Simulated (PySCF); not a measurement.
Coordinates in bohr (charge 0 multiplicity 4):
```
W    -0.0689    0.0000   -0.1556
O    -3.1625    0.0000    0.6682
F     3.3282    0.0000    0.9823
```

Method: PySCF, UPBE0, basis W def2-TZVP with ECP60, O def2-TZVP, F def2-TZVP (scalar-relativistic core potentials, no spin–orbit coupling, density fitting).

This geometry of WOF is a stationary point at this level.

Q: What is the point group?

A: Cs.

Q: Is it a minimum?

A: Yes: all harmonic wavenumbers are real.

Q: Which band is strongest in the infrared?

A: 1039 cm⁻¹ (a'), 142 km/mol.

Q: What are the dipole moment and the gap between the highest occupied and lowest empty levels of either spin?

A: 1.51 D and 3.95 eV.

This need not be the most stable arrangement of these atoms. With open d or f shells other occupations or spin states may lie lower. Spin–orbit coupling, left out here, can matter for elements this heavy.
